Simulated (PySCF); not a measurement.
CH4F2OSn, SMILES C[O][SnH]([F])[F]. Heavy atoms are numbered as in [SnH:1]([F:2])([F:3])[O:4][CH3:5]. Hydrogens are named by the atom that carries them.

Geometry optimised at B3LYP-D3(BJ)/def2-SVP. The structure was generated by enumeration; whether it is a known compound was not checked. The def2 effective core potentials stand for the cores of Sn; spin–orbit coupling is left out. The values are those of a single conformer.

These are PBE/def2-TZVP (PySCF) values and carry that method's errors.

ESP charges are fitted to the potential on shells at 1.4 to 2.0 van der Waals radii. Atomic charges (e), one atom of each kind:

| atom | ESP fit | Löwdin |
|---|---|---|
| Sn1 (SnH) | 0.91 | 0.65 |
| F2 | -0.34 | -0.23 |
| O4 | -0.37 | (withheld) |
| C5 (CH3) | -0.17 | -0.39 |
| H on Sn1 | -0.03 | (withheld) |
| H on C5 | 0.11 | (withheld) |

Question: Some entries are withheld; supply them. (An estimate is asked for; the answer gives what the named calculation found.)

Answer: 
- O4, Löwdin: -0.09
- H on Sn1, Löwdin: -0.03
- H on C5, Löwdin: 0.11
